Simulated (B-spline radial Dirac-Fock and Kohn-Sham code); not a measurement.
# Photoelectron lines of V¹⁴⁺ at 1090 eV

System: the V¹⁴⁺ ion, [He] 2s2 2p5.

Method: Dirac-Hartree-Slater photoionisation with all multipoles and Dirac-Fock thresholds. Computed with a radial finite-basis atomic code. The asymmetry parameter β is from the dipole term alone. Kinetic energies are from the vacuum level. Open shells are spread statistically over j, without multiplet splitting.

The last column is dσ/dΩ = σ/(4π) · [1 + β P₂(cos θ)] at θ = 0° from the polarisation vector of linearly polarised light.

```
subshell  electrons  binding (eV)  kinetic (eV)  σ (kb)     β  dσ/dΩ (kb/sr)
      2s          2        1079.1         10.87    97.3  2.00           23.2
   2p1/2       1.67         986.8         103.2     104  1.46           20.3
   2p3/2       3.33         979.0         111.0     203  1.47           40.0
```

Branching ratios of the spin-orbit partners (statistical value in brackets): 2p 1.95 (2.00).
